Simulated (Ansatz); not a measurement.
One change: `COC(C)F` becomes `CBC(C)F`.

Ansatz, PBE0-D4/def2-TZVP geometries, multiplicity 1. Each molecule was computed in one conformer, which needn't be the lowest.

```json
{"property": "size of the dipole moment (B3LYP/def2-TZVPP) / D", "`COC(C)F`": "1.54"}
{"property": "HOMO–LUMO gap (ωB97M-V/def2-TZVPP) / eV", "`COC(C)F`": "13.70"}
{"property": "size of the dipole moment (ωB97M-V/def2-TZVPP) / D", "`COC(C)F`": "1.54"}
{"property": "LUMO energy (PBE0/def2-TZVPP) / eV", "`COC(C)F`": "1.52"}
{"property": "LUMO energy (ωB97M-V/def2-TZVPP) / eV", "`COC(C)F`": "2.98"}
{"property": "size of the dipole moment (PBE/def2-TZVPP) / D", "`COC(C)F`": "1.43"}
```

Question: What does the change do to each property? (Estimate.)

Answer: The calculation gave: 
```
                                          property  `CBC(C)F`  shift
  size of the dipole moment (B3LYP/def2-TZVPP) / D       1.43  -0.11
           HOMO–LUMO gap (ωB97M-V/def2-TZVPP) / eV      11.59  -2.11
size of the dipole moment (ωB97M-V/def2-TZVPP) / D       1.41  -0.13
                LUMO energy (PBE0/def2-TZVPP) / eV      -1.02  -2.54
             LUMO energy (ωB97M-V/def2-TZVPP) / eV       0.91  -2.07
    size of the dipole moment (PBE/def2-TZVPP) / D       1.27  -0.16
```

Dipoles are sizes alone; their direction can turn.

B3LYP here is the variant with VWN-RPA as its local correlation; programs differ in this.
